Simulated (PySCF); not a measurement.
Gas-phase reaction: NbCl5 + 3 O ⇌ NbOCl3 + 2 ClO, at 600 K and a standard pressure of 1 bar. Level: PBE0/def2-SVP†.

Method: PySCF energies plus ideal-gas RRHO corrections (1 bar). † marks an energy on the PBE0/def2-TZVP geometry and frequencies. Open shells (unrestricted): O (multiplicity 3, electronic degeneracy 9), ClO (multiplicity 2, electronic degeneracy 4); the rest are closed-shell singlets. Spin-orbit splitting is ignored; it lowers the true energy and changes the entropy of O, ClO. Nb: scalar-relativistic def2 core potential, no spin-orbit coupling. The harmonic model lacks anharmonicity and excited electronic states, which grow with temperature; levels with a mode under 35 cm⁻¹ are left out. Soft modes under 120 cm⁻¹ make the harmonic entropy rough for NbCl5, NbOCl3.

```tsv
species	E (Ha)	H(600 K) − E (kJ/mol)	S°(600 K) (J/mol/K)
NbCl5	-2356.77139	82.1	490.0
O	-74.92490	12.5	176.2
NbOCl3	-1512.03033	69.0	424.5
ClO	-534.85797	24.2	249.8
```
E: electronic energy; H − E holds the zero-point and thermal terms. 1 Ha = 2625.5 kJ/mol.

**Question.** Work out ΔH°, ΔS°, ΔG° and log10 K from these numbers.

**Answer.** 1. ΔE = 1×(-1512.03033) + 2×(-534.85797) − 1×(-2356.77139) − 3×(-74.92490) = -0.20018 Ha = -525.6 kJ.
2. Δ(H − E) = 1×(69.0) + 2×(24.2) − 1×(82.1) − 3×(12.5) = -2.2 kJ, so ΔH° = -527.8 kJ.
3. ΔS° = 1×(424.5) + 2×(249.8) − 1×(490.0) − 3×(176.2) = -94.5 J/K; the number of gas molecules changes by -1.
4. ΔG° = ΔH° − TΔS° = -527.8 − 600×(-94.5)/1000 = -471.1 kJ.
5. log10 K = −ΔG°/(RT ln 10) = 41.00, with RT ln 10 = 11.49 kJ/mol; at standard pressures the products are favoured.
6. A shift of 10 kJ in ΔE would move log10 K by 0.87 here.
For scale, ΔH°(298 K) is -520 kJ at this level, -593 kJ at ωB97M-V/def2-TZVP†, and runs from -1378 to -520 kJ over the 13 levels computed.
